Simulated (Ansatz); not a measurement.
Isolated molecules relaxed with PBE0-D4/def2-TZVP in Ansatz; ΔE leaves out vibrations. CCSD(T)/CBS is the MP2 limit (def2-TZVPP, def2-QZVPP) plus CCSD(T) − MP2 in def2-TZVPP, frozen cores. DFT in def2-TZVPP. For Ge outer-core shells are correlated without core-valence functions, which leaves a few kJ/mol of doubt a bond. Scalar relativity is left out up to krypton. One conformer a species, not always the lowest.

Reaction (cleavage of the Si–Si bond): `O=CO[SiH2][SiH3]` + `[OH][GeH2][SiH3]` → `[SiH3][O][GeH2][SiH3]` + `O=CO[SiH3]`

```tsv
level	ΔE (kcal/mol)
ωB97M-V	-25.1
r2SCAN	-22.6
MP2/def2-QZVPP	-27.2
CCSD/CBS(def2)	-26.0
```

Task: What does CCSD(T)/CBS give? (Estimate.)

Result: Computed: -25.0 kcal/mol. The listed levels differ from it by -0.1, 2.4, -2.2, -1.0 kcal/mol.

Largest T1 diagnostic among the species: 0.016.

In def2-TZVPP, CCSD(T) changes the Hartree–Fock value by +7.0 kcal/mol (the triples alone add +1.0 kcal/mol) and MP2 by +5.0 kcal/mol. From PBE to PBE0 (25 % exact exchange), in def2-TZVPP and without D4, ΔE moves by −2.4 kcal/mol.
